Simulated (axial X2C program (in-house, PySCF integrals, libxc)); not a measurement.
**What spin–orbit coupling does to IO⁺**

All values were computed with an in-house relativistic program for diatomic molecules. Spin-free means the one-electron spin-free X2C Hamiltonian; two-component (2c) means X2C with spin–orbit coupling and atomic mean-field two-electron Coulomb and Gaunt terms, so the difference of the two also holds small scalar two-electron terms. Basis: I dyall-cv3z [11s12p8d4f1g], O dyall-av3z [7s6p3d2f] (cores contracted in-house); Gaussian nuclei, density fitting, unrestricted open shells. Masses: I 126.904 u, O 15.995 u.

Spin-free state: M_S = 1, Λ = 0 (beyond evenly filled blocks: π+α, π-α); fragments I+ + O.

```json
{"level": "PBEsol", "Re (Å)": "1.809", "ωe (cm⁻¹)": "811.4", "De (eV)": "4.678", "μ (D)": "-1.54"}
```

Dipoles are positive if O is the positive end and refer to the centre of mass.

Two-component determinant lowest at the distance of the search:

Ω = 1 (⟨Sz⟩ = 0.99, ⟨Lz⟩ = 0.01 at PBEsol); fragments I+ + O.

| level | Re (Å) | ωe (cm⁻¹) | De (eV) | μ (D) |
| --- | --- | --- | --- | --- |
| PBEsol | 1.813 | 800.3 | 4.262 | -1.54 |

**Question.** From the two tables, how do the constants change at the PBEsol level (2c against spin-free)?

**Answer.** At the PBEsol level Re increases by 0.004 Å and ωe drops by 11.1 cm⁻¹; De is not compared, since the atomic limits differ or miss part of their spin–orbit lowering.

Occupations by symmetry block were frozen at the best pattern of an incomplete PBE0 search. De is counted from the lowest determinant-based energies of the atoms at the same level, without counterpoise correction. Density functionals use the spin component along the axis (collinear). A 2c atom that is not at its ground J level misses part of its spin–orbit lowering, and De is too large by that part (0.04 eV or less for light atoms). This holds for PBEsol. PBE0 can misorder states that lie within some tenths of an eV, so this need not be the ground state of the molecule. The nearest other spin-free determinant of the search, M_S = 0, Λ = 2, lies 0.88 eV up at the distance of the search. Without a current term, density functionals place determinants with orbital angular momentum somewhat too high. With several unpaired electrons one determinant need not be a pure state. Open-shell Ω = 0 determinants with evenly filled partner blocks cannot be reached by this program, so the Ω shown need not be the lowest component. This is the Ω = 1 component of a π² triplet; the 0⁺ component is not one determinant and can lie lowest.
